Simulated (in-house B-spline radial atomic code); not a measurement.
Response of Lu+ as one setting changes: the share of exact exchange in a PBE hybrid. A dash marks a strongly mixed or unbound state. Computed with a B-spline radial code for spherical atoms: linear response of the closed shell [Xe] 4f14 6s2 with the functional's adiabatic kernel; scalar-relativistic (spin-free one-electron X2C), finite nucleus, no spin-orbit coupling, no double excitations, S, P, D and F terms only; shells from n = 4 respond. Only terms of natural parity with L up to 3 were computed.

Spin-orbit coupling is strong here, so these LS terms don't match observed levels.

| share of exact exchange in a PBE hybrid | lowest 1P (eV) | lowest 3P, Tamm-Dancoff (eV) | minus highest occupied level (eV) | α (bohr³) |
| --- | --- | --- | --- | --- |
| 0 | 6s → 6p 5.211 | 6s → 6p 3.700 | 11.034 | 60.23 |
| 0.1 | 6s → 6p 5.162 | 6s → 6p 3.631 | 11.285 | 61.55 |
| 0.2 | 6s → 6p 5.113 | 6s → 6p 3.563 | 11.537 | 62.9 |
| 0.3 | 6s → 6p 5.064 | 6s → 6p 3.496 | 11.787 | 64.28 |
| 0.4 | 6s → 6p 5.015 | 6s → 6p 3.429 | 12.035 | 65.68 |
| 0.5 | 6s → 6p 4.966 | 6s → 6p 3.364 | 12.283 | 67.11 |
| 0.6 | 6s → 6p 4.917 | 6s → 6p 3.299 | 12.530 | 68.58 |
| 0.7 | ? | ? | ? | ? |
| 0.8 | ? | ? | ? | ? |
| 0.9 | 6s → 6p 4.771 | 6s → 6p 3.110 | 13.261 | 73.19 |
| 1 | 6s → 6p 4.722 | 6s → 6p 3.049 | 13.502 | 74.8 |

(1) What belongs in the row for 0.7?

(2) What belongs in the row for 0.8?

Answers

(1) lowest 1P (eV): 6s → 6p 4.869; lowest 3P, Tamm-Dancoff (eV): 6s → 6p 3.236; minus highest occupied level (eV): 12.775; α (bohr³): 70.08.

(2) lowest 1P (eV): 6s → 6p 4.820; lowest 3P, Tamm-Dancoff (eV): 6s → 6p 3.173; minus highest occupied level (eV): 13.019; α (bohr³): 71.61.
